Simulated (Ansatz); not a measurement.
A CCSD(T) single point on CH$_{3}$F$_{2}$NOSi (`O[SiH]1NC1(F)F`).

```yaml
crystal:
  periodic: [false, false, false]
  atoms:
    - {symbol: O, position_ang: [0.511748, -1.480805, -1.457351]}
    - {symbol: Si, position_ang: [-0.010654, -0.903713, -0.030256]}
    - {symbol: N, position_ang: [0.672048, 0.467183, 0.689879]}
    - {symbol: C, position_ang: [-0.629640, 0.807382, 0.287258]}
    - {symbol: F, position_ang: [-0.720607, 1.790122, -0.654860]}
    - {symbol: F, position_ang: [-1.477998, 1.187942, 1.276752]}
    - {symbol: H, position_ang: [0.778782, -0.845395, -2.125852]}
    - {symbol: H, position_ang: [-0.358742, -2.087859, 0.770183]}
    - {symbol: H, position_ang: [1.323463, 1.018844, 1.227248]}
basis:
  gaussian: {orbitals: def2-SVP}
correlation: {method: ccsd_t}
```

```sh
$ ansatz run in.yaml --threads 4 --pin off --events-out ev --progress --plain --max-ram 10444MiB
```

The program prints (abridged):

```
Functional definition: HF
998 factors; integrals over basis functions are off by at most 1.1e-3 eV
mean field evaluation 1: about -17856.0417 eV, gradient 4.7e1 eV
mean field evaluation 2: about -17856.1292 eV, gradient 4.7e1 eV
mean field evaluation 4: about -17860.4640 eV, gradient 3.6e0 eV
mean field evaluation 8: about -17860.5187 eV, gradient 3.4e-1 eV
mean field -17860.51921493 eV, -656.3619748540 hartree, gradient 8.1e-7 eV, S^2 0.000000; 0 other end points of the search recorded, 0 dependent functions left out
10 core orbitals not correlated: weight in the atoms' cores, before any rotation towards them, 1.000 or more for the frozen orbitals, at most 0.000 for the correlated occupied ones
reference -17860.51921493 eV, -656.3619748540 hartree; 18, 18 occupied and 75, 75 virtual orbitals, 998 factors
second order -25.50176789 eV of doubles, -0.00000000 eV of singles
cycle   1  -25.56236731 eV  change   -6.1e-2 eV  update   1.1e-1
cycle   2  -26.13194680 eV  change   -5.7e-1 eV  update   3.2e-2
cycle   3  -26.28222616 eV  change   -1.5e-1 eV  update   1.7e-2
cycle   4  -26.27304740 eV  change    9.2e-3 eV  update   3.8e-3
cycle   5  -26.26971125 eV  change    3.3e-3 eV  update   1.7e-3
cycle   6  -26.27024774 eV  change   -5.4e-4 eV  update   5.2e-4
cycle   7  -26.27002917 eV  change    2.2e-4 eV  update   1.9e-4
cycle   8  -26.26987809 eV  change    1.5e-4 eV  update   5.9e-5
cycle   9  -26.26988710 eV  change   -9.0e-6 eV  update   2.3e-5
perturbative correction -0.64321365 eV, -0.0236376657 hartree
Total energy: -17887.43231568 eV, -657.3510130641 hartree
```

Hardware: 4 threads of an Arm Neoverse V2 on a shared host. Wall time 5.5 s, peak host memory 0.49 GiB.

Correlation energy per correlated electron: -0.748 eV. T1 diagnostic: 0.0130.
